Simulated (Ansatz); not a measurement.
One step, several reactants

Four-centre ligand exchange: in every member these bonds form or tighten: H–H, N–Si; these break or loosen: H–N, H–Si. Only the spectator groups change.

Gas-phase electronic energies, without zero-point energy, by CCSD(T) at an estimated basis limit (MP2 extrapolated from triple and quadruple zeta, plus CCSD(T) − MP2 in triple zeta); Ansatz 0.2.0, def2-TZVPP and QZVPP, frozen cores, on PBE0-D4/def2-TZVP structures. Extrapolation: Hartree–Fock as exp(−7.88 √X), correlation as X^−2.97. All energies, in kJ/mol, count from the separated reactants, without counterpoise correction; the start and end structures are the complexes reached by relaxing down from the saddle, and deeper ones may exist. Brackets give SMILES, or, where every atom is bracketed, only which atoms are joined. Steps whose reference was doubtful or whose search ended elsewhere are left out.

| reactants | products | start structure | saddle | end structure | saddle by PBE0-D4/TZ |
| --- | --- | --- | --- | --- | --- |
| SiHF₃ ([F][SiH]([F])[F]) + NH₃ | SiNH₂F₃ ([NH2][Si]([F])([F])[F]) + H₂ | -26.2 | 166.3 | -53.4 | 139.7 |
| SiH₄ + NH₃ | SiNH₅ ([NH2][SiH3]) + H₂ | -8.3 | 188.5 | -22.6 | 162.9 |
| CH₆Si ([CH3][SiH3]) + NH₃ | CH₇NSi ([CH3][SiH2][NH2]) + H₂ | -9.5 | 185.4 | -29.3 | 161.0 |
| Si₂H₆ ([SiH3][SiH3]) + NH₃ | Si₂NH₇ ([NH2][SiH2][SiH3]) + H₂ | -6.4 | 178.3 | -18.3 | 152.9 |
| Si₂H₆O ([SiH3][O][SiH3]) + NH₃ | Si₂NH₇O ([NH2][SiH2][O][SiH3]) + H₂ | -17.7 | ? | -51.9 | 139.5 |

(1) Fit a straight line of the saddle against the PBE0-D4 saddle to the 4 complete rows, and use it to predict the missing value.

(2) How do the PBE0-D4 saddles lie against the coupled-cluster estimate?

No T1 diagnostic of these runs exceeds 0.013.

For scale, one of the runs: CCSD(T)/def2-TZVPP, 272 basis functions, launched by `ansatz run in.yaml --threads 8 --pin off --events-out ev --progress --plain --max-ram 19148MiB`. Time: 94 s of wall clock on 8 CPU threads of an Arm Neoverse V1; the host was shared. Peak host memory: 6.9 GiB.

Answers

(1) Means: x̄ = 154.1, ȳ = 179.6. Σ(x − x̄)(y − ȳ) = 311.4 and Σ(x − x̄)² = 333.8, so the slope is 0.933 (correlation 1.00). For x = 139.5: y = 179.6 + 0.933 × (139.5 − (154.1)) = 166.0 kJ/mol. The calculation gives 166.8 kJ/mol, so the line misses by 0.8 kJ/mol (this x lies outside the fitted range).

Above its own start structure that saddle lies 184.5 kJ/mol.

(2) All lower, by 24.4 to 27.3 kJ/mol.
